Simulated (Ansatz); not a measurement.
Geometry optimisation, RKS r2SCAN-D4/def2-SVP in Ansatz 0.2.0.

The input (input.yaml):

```yaml
crystal:
  periodic: [false, false, false]
  atoms:
    - { symbol: Zr, position_ang: [0.0, 0.0, 0.0] }
    - { symbol: O, position_ang: [0.0, 0.0, 2.07] }
    - { symbol: H, position_ang: [-0.9095, -0.2814, 2.4071] }
    - { symbol: F, position_ang: [1.8671, 0.0, -0.6593] }
    - { symbol: "N", position_ang: [-1.0409, 1.8034, -0.7359] }
    - { symbol: H, position_ang: [-2.061, 1.7482, -1.0186] }
    - { symbol: H, position_ang: [-0.5204, 2.7241, -0.8065] }
    - { symbol: "N", position_ang: [-1.0409, -1.8034, -0.7359] }
    - { symbol: H, position_ang: [-1.5759, -2.4197, -0.0595] }
    - { symbol: H, position_ang: [-1.0055, -2.0526, -1.7656] }
basis:
  gaussian: { orbitals: def2-SVP }
hamiltonian:
  xc: r2scan
  dispersion: d4
relax:
  f_tol: 0.02
  max_steps: 40
```

Command:

```bash
$ ansatz run input.yaml --threads 2 --pin off --max-ram 3072MiB --backend cpu --events-out ev --progress --plain --runs-dir out
```

Problem. Where does it end, and by what steps?

Solution. It converged. After 14 steps the energy has fallen by 1.258 eV; H3 moved furthest, 0.74 Å.

| step | energy less start (eV) | largest force component (eV/Å) | accepted |
| --- | --- | --- | --- |
| 0 | 0.0000 | 1.835 | yes |
| 1 | -0.8692 | 1.910 | yes |
| 2 | -1.0715 | 2.074 | yes |
| 3 | -1.0885 | 2.210 | yes |
| 4 | -1.1994 | 0.661 | yes |
| 5 | -1.2207 | 0.275 | yes |
| 6 | -1.2315 | 0.328 | yes |
| 7 | -1.2405 | 0.225 | yes |
| 8 | -1.2501 | 0.388 | yes |
| 9 | -1.2543 | 0.386 | yes |
| 10 | -1.2542 | 0.221 | no |
| 11 | -1.2574 | 0.050 | yes |
| 12 | -1.2577 | 0.069 | yes |
| 13 | -1.2580 | 0.035 | yes |
| 14 | -1.2584 | 0.008 | yes |

```xyz
10
Properties=species:S:1:pos:R:3
Zr -0.094 -0.058 -0.001
O -0.260 -0.192 1.924
H -0.438 0.119 2.814
F 1.753 0.087 -0.549
N -1.033 1.599 -0.741
H -1.942 1.644 -1.200
H -0.662 2.549 -0.697
N -1.054 -1.668 -0.802
H -1.626 -2.344 -0.296
H -0.931 -2.016 -1.754
```

Run time: 84 s on 2 threads of Arm Neoverse V1, with other jobs on the host, peak memory 0.19 GiB.
